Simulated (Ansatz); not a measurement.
Reaction (redistribution): `[SiH3][SiH2]Br` + `N[SiH2][S][GeH3]` → `N[SiH]([SiH3])Br` + `[SiH3][S][GeH3]`

Calculated with Ansatz (gas phase, PBE0-D4/def2-TZVP geometries, no zero-point term in ΔE). CBS: MP2 limit from def2 TZ/QZ plus the TZ coupled-cluster correction, frozen cores. DFT in def2-TZVPP. B3LYP here is the variant with VWN-RPA as its local correlation; programs differ in this. HSE06 is defined as in plane-wave codes. For Br, Ge outer-core shells are correlated without core-valence functions, which leaves a few kJ/mol of doubt a bond. Scalar relativity is left out up to krypton. Each species was taken in one conformer, which may not be the lowest.

```
             level  ΔE (kJ/mol)  difference from CCSD(T)/CBS
       LDA (SPW92)         -5.8                         -2.3
            PBE-D4         -6.2                         -2.7
         revPBE-D4         -6.8                         -3.3
           BLYP-D4         -7.5                         -4.0
         r2SCAN-D4         -4.8                         -1.3
            B97M-V         -3.7                         -0.2
           PBE0-D4         -4.8                         -1.3
          B3LYP-D4         -6.2                         -2.7
        r2SCANh-D4         -4.4                         -0.9
        r2SCAN0-D4         -3.9                         -0.4
          HSE06-D4         -4.8                         -1.3
          BHLYP-D4         -5.0                         -1.5
      CAM-B3LYP-D4         -5.2                         -1.7
           ωB97X-V         -4.3                         -0.8
           ωB97M-V         -4.5                         -1.0
            B2PLYP         -4.1                         -0.6
          PBE-QIDH         -3.3                          0.2
            revPBE         -4.8                         -1.3
              BLYP         -5.3                         -1.8
              PBE0         -3.8                         -0.3
             B3LYP         -4.3                         -0.8
           r2SCANh         -4.1                         -0.6
           r2SCAN0         -3.6                         -0.1
             HSE06         -3.8                         -0.3
         CAM-B3LYP         -4.1                         -0.6
           LC-ωPBE         -3.1                          0.4
RPA@PBE/def2-TZVPP         -3.4                          0.1
      MP2/def2-SVP         -7.2                         -3.7
  CCSD(T)/def2-SVP         -6.8                         -3.3
     HF/def2-TZVPP         -1.9                          1.6
    MP2/def2-TZVPP         -4.0                         -0.5
SCS-MP2/def2-TZVPP         -3.6                         -0.1
   CCSD/def2-TZVPP         -3.1                          0.4
CCSD(T)/def2-TZVPP         -3.6                         -0.1
     HF/def2-QZVPP         -1.6                          1.9
    MP2/def2-QZVPP         -3.8                         -0.3
SCS-MP2/def2-QZVPP         -3.5                          0.0
      HF/CBS(def2)         -1.6                          1.9
     MP2/CBS(def2)         -3.9                         -0.4
    CCSD/CBS(def2)         -3.0                          0.5
       CCSD(T)/CBS         -3.5                            0
```

Largest T1 diagnostic among the species: 0.011.

At CCSD(T), def2-SVP lies −3.3 kJ/mol from the extrapolated value and def2-TZVPP −0.1 kJ/mol. Leaving LDA and LC-ωPBE aside and taking each functional with its dispersion term where it has one, the values spread over 4.3 kJ/mol, from BLYP-D4 to PBE-QIDH.
